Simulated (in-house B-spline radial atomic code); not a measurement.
Tc²⁺. Computed with a B-spline radial atomic code. Model: non-relativistic spherical atom: semilocal Troullier-Martins pseudo-atom, one channel per l, against all electrons, high spin, G0W0 and RPA with empty states to l = 8, local potential for every l without a channel, a model core (radius 0 = none) keeps its share of the functional.

Without relativity these are model numbers for so heavy an element.

What the tables leave out is listed at the end.

The pseudopotential gives back the lowest level of each angular momentum of its own functional in the configuration it was made in; a second state of the same l is only approximately right. Exact exchange, RPA and GW see the smooth pseudo-orbitals and miss the exchange with the core, for which the functional's share stands in. The column with an uncorrelated core keeps all orbitals and exact exchange, and so separates missing core correlation from pseudisation. Only the three outermost levels and the lowest empty one were computed. RPA here is direct RPA, with no exchange kernel, and its energies carry an (l + 1/2)⁻⁴ tail. A hybrid on a potential with a model core restores only its own semilocal share of the core's exchange.

Command:
```bash
python run_psgw.py task.json out
```
Settings (lengths in bohr, energies in hartree):
```
Z                      43
electrons              41
configuration          [Kr] 4d5
generated_in           [Kr] 4d5
functional             pbe,pbe
core_shells            7
radius_factor          0.9
core_correction        True
```

Cost of the run: 44 s on 1 thread of Arm Neoverse N1 (shared host).

Given: made with PBE; model core radius 0.742 bohr; local radius 1.134 bohr; mean-field start PBE0.

Valence shells of the generating configuration: 4p, 4d.

Channel: s 2.31, p 0.927, d 1.124 (radii in bohr).

Computed: largest level miss in the spin-unpolarised generating configuration 0.003 eV; valence RPA correlation energy pseudo -0.71458 hartree; all-electron RPA polarisability, core included 6.594 bohr³; pseudo-atom RPA polarisability 6.8096 bohr³.

```
          level  occupied  mean-field all-electron (eV)  mean-field pseudo minus all (eV)  G0W0 all-electron (eV)  G0W0 uncorrelated core minus all (eV)  G0W0 pseudo minus all (eV)  exchange self-energy all-electron (eV)  exchange self-energy pseudo (eV)
          4d up         1                         -25.9                             0.138                 -30.425                                  0.109                       0.619                                 -30.464                           -25.559
        4p down         1                       -60.589                             1.258                 -65.511                                 -0.337                       2.324                                 -36.952                               -25
4d down (empty)         0                       -18.423                             0.111                 -15.144                                  0.234                       0.138                                 -10.352                           -5.8811
```

Task: What is the valence RPA correlation energy all-electron orbitals?

Result: -0.53921 hartree.

Among the listed levels the largest G0W0 shift of the pseudo-atom is +2.32 eV, for 4p down on the PBE0 start, while leaving the core uncorrelated moves that level by -0.34 eV. So pseudisation and the lost core exchange, not the missing core correlation, make the error. Not in the tables (levels of low weight, unsolved or above zero; the highest and the empty levels are kept at any weight): on PBE, a start not tabulated, the G0W0 levels 4d up (pseudo minus all +0.63 eV, weights 0.61 and 0.42), 4p down (pseudo minus all +2.08 eV, weights 0.64 and 0.83), 4p up (pseudo minus all +2.74 eV, weights 0.00 and 0.06), 4d down (pseudo minus all -0.06 eV, weights 0.70 and 0.83); on PBE0 the G0W0 levels 4p up (pseudo minus all +4.42 eV, weights 0.05 and 0.06); no Hartree-Fock pseudo-atom is run with a model core.
